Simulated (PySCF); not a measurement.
This PySCF input asks for the NMR shieldings of SMILES CCP(C)C[SiH3], C₄H₁₃PSi; the geometry comes from GFN2-xTB.

```python
import basis_set_exchange as bse
import numpy as np
from pyscf import gto, dft
from pyscf.prop import nmr

atoms = """
C    -2.777380   -0.533997   -0.467094
C    -1.403693   -0.961009    0.031330
P    -0.023347    0.045596   -0.725945
C    -0.267565    1.610645    0.230669
C     1.363417   -0.673845    0.273763
Si    3.036873    0.162993   -0.069948
H    -2.817493   -0.579300   -1.553657
H    -3.548811   -1.188911   -0.064671
H    -3.002173    0.485120   -0.159775
H    -1.351608   -0.891766    1.122812
H    -1.221081   -2.002754   -0.249647
H     0.569860    2.276968    0.035479
H    -0.337429    1.415217    1.300661
H    -1.178037    2.099178   -0.110915
H     1.107208   -0.632836    1.335106
H     1.432662   -1.727090   -0.007243
H     3.034421    1.548101    0.408818
H     3.307842    0.136861   -1.505808
H     4.066531   -0.579922    0.663019
"""
names = dict.fromkeys(["C", "P", "Si", "H"], "pcSseg-1")
basis = {el: gto.basis.parse(bse.get_basis(n, elements=[el], fmt="nwchem")) for el, n in names.items()}
mol = gto.M(atom=atoms, basis=basis, charge=0, verbose=0)
mf = dft.RKS(mol, xc="PBE0")
mf.grids.level = 2
mf.grids.alignment = dft.numint.BLKSIZE   # the property module wants whole blocks of grid points
mf.conv_tol = 1e-9
mf.kernel()

calc = nmr.RKS(mf)   # GIAO
C = mf.mo_coeff
Co = C[:, mf.mo_occ > 0]
resp = mf.gen_response(singlet=True, hermi=2)
def vind(x):   # induced exchange potential for any number of trial vectors
    d = np.einsum("pi,xij,qj->xpq", C, 2 * x.reshape(-1, C.shape[1], Co.shape[1]), Co, optimize=True)
    return np.einsum("xpq,pi,qj->xij", resp(d - d.transpose(0, 2, 1)), C, Co, optimize=True).ravel()
mo1, _ = nmr.rhf.solve_mo1(calc, with_cphf=vind)
sigma = calc.kernel(mo1)
for i, s in enumerate(sigma):   # ppm
    w = np.linalg.eigvalsh((s + s.T) / 2)
    print("%2d %-2s iso %8.1f  s11 %8.1f  s22 %8.1f  s33 %8.1f" % (i, mol.atom_pure_symbol(i), w.mean(), *w))
```

Problem. What are the results?

Solution. 
```
 0 C  iso    174.4  s11    163.7  s22    171.5  s33    188.1
 1 C  iso    150.3  s11    132.8  s22    147.0  s33    171.2
 2 P  iso    375.7  s11    343.6  s22    365.8  s33    417.7
 3 C  iso    170.2  s11    152.0  s22    167.6  s33    191.1
 4 C  iso    173.1  s11    158.3  s22    170.3  s33    190.6
 5 Si iso    426.1  s11    399.2  s22    411.8  s33    467.4
 6 H  iso     30.6  s11     26.0  s22     28.8  s33     37.1
 7 H  iso     30.3  s11     25.1  s22     27.4  s33     38.4
 8 H  iso     30.8  s11     25.4  s22     30.8  s33     36.1
 9 H  iso     30.7  s11     26.5  s22     31.1  s33     34.4
10 H  iso     30.1  s11     24.9  s22     29.8  s33     35.4
11 H  iso     30.4  s11     25.4  s22     28.8  s33     37.1
12 H  iso     31.3  s11     28.4  s22     28.6  s33     37.1
13 H  iso     30.4  s11     25.5  s22     28.4  s33     37.2
14 H  iso     31.3  s11     26.8  s22     30.7  s33     36.4
15 H  iso     31.0  s11     25.4  s22     29.7  s33     37.9
16 H  iso     27.9  s11     23.7  s22     27.4  s33     32.6
17 H  iso     27.9  s11     24.3  s22     26.2  s33     33.1
18 H  iso     27.6  s11     23.9  s22     25.1  s33     33.9
```

These numbers come from an equivalent density-fitted implementation of the same equations, which agrees with the script to about 0.01 ppm for H and up to a few tenths of a ppm for heavy atoms, so last digits may differ.

Size and cost of the density-fitted run: 181 basis functions, of the order of 70 core-seconds.
